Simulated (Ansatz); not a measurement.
CH8GaNSi, SMILES `CN[SiH2][GaH2]`. Total charge 0; spin multiplicity 1.

```csv
atom,x (Å),y (Å),z (Å)
C1,1.859,-1.021,-0.067
N2,0.510,-0.621,0.272
Si3,-0.292,0.711,-0.472
Ga4,-2.533,0.861,0.399
H5,2.029,-2.072,0.184
H6,2.635,-0.423,0.430
H7,2.009,-0.920,-1.146
H8,0.246,-0.855,1.215
H9,0.399,2.033,-0.287
H10,-0.278,0.485,-1.948
H11,-3.646,1.729,-0.298
H12,-2.938,0.093,1.717
```

(1) List the harmonic frequencies (cm⁻¹, unscaled) at PBE0-D4/def2-TZVP in Ansatz. (An estimate is asked.)

(2) Is this a minimum?

(3) Give the ideal-gas thermochemistry at 298.15 K and 1 bar (rigid rotor, harmonic oscillator; point group C1, symmetry number 1).

(4) Rotational constants (cm⁻¹)?

## Answers

(1) Computed: 73, 88, 116, 135, 236, 330, 361, 419, 446, 587, 715, 743, 784, 830, 964, 1104, 1141, 1148, 1406, 1456, 1486, 1511, 1932, 1951, 2119, 2183, 2999, 3069, 3107, 3628.

(2) Yes, all 30 modes are real.

(3) Zero-point energy 221.7 kJ/mol; H(298) − E = 245.7 kJ/mol; entropy 373.9 J/(mol·K), of which translation 169.7, rotation 114.3, vibration 89.9; G(298) − E = 134.2 kJ/mol. Modes under 100 cm⁻¹ are hindered rotations or soft bends, so the harmonic entropy is rough.

(4) 0.4152, 0.04092, 0.03806.
